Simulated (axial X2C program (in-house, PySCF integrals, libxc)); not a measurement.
## What spin–orbit coupling does to NbN⁻

All values were computed with an in-house all-electron X2C program for linear molecules (integrals from PySCF). Spin-free means the one-electron spin-free X2C Hamiltonian; two-component (2c) means X2C with spin–orbit coupling and atomic mean-field two-electron Coulomb and Gaunt terms, so the difference of the two also holds small scalar two-electron terms. Basis: Nb dyall-av3z [12s13p10d3f2g], N dyall-av3z [7s7p3d2f] (cores contracted in-house); Gaussian nuclei, density fitting, unrestricted open shells. Masses: Nb 92.906 u, N 14.003 u.

Spin-free state: M_S = 1/2, Λ = 2 (beyond evenly filled blocks: δ+α); fragments Nb- + N.

```json
{"level": "LDA", "Re (Å)": "1.668", "ωe (cm⁻¹)": "1074.5", "De (eV)": "8.372", "μ (D)": "-0.44"}
{"level": "B97-3", "Re (Å)": "1.659", "ωe (cm⁻¹)": "1100.9", "De (eV)": "6.491", "μ (D)": "0.16"}
```

Dipoles are positive if N is the positive end and refer to the centre of mass.

Task: Within this multiplet, which Ω should lie lowest by the rule for regular and inverted multiplets?

Result: The open δ shell holds one electron, so the multiplet is regular: Ω = Λ − 1/2 = 3/2. The PBE0 2c search agrees.

Two-component determinant lowest at the distance of the search:

Ω = 3/2 (⟨Sz⟩ = -0.50, ⟨Lz⟩ = 2.00 at LDA); fragments Nb- + N.

```csv
level,Re (Å),ωe (cm⁻¹),μ (D)
LDA,1.668,1074.1,-0.43
B97-3,1.658,1100.6,0.17
```

Task: From the two tables, how do the constants change at the LDA level (2c against spin-free)?

Result: At the LDA level Re is unchanged within 0.001 Å and ωe goes down by 0.4 cm⁻¹.

The state is a single determinant with fixed occupations, the lowest that a limited PBE0 search found. De is counted from the lowest determinant-based energies of the atoms at the same level, without counterpoise correction. De is not given where an atomic determinant may have missed its ground term or J level, or where the truncated virtual space spoils (T). Density functionals use the spin component along the axis (collinear). Other states lie close and PBE0, whose exact exchange favours high spin, may order them wrongly; the determinant shown need not be the ground state. The nearest other spin-free determinant of the search, M_S = 3/2, Λ = 0, lies 0.11 eV up at the distance of the search. Without a current term, density functionals place determinants with orbital angular momentum somewhat too high. The highest occupied level of some functionals is positive through self-interaction error; at Hartree–Fock it is bound. The determinant is spin-polarised beyond a pure state at some levels (its spin-free form has ⟨S²⟩ too high), which makes Re and μ there less reliable.
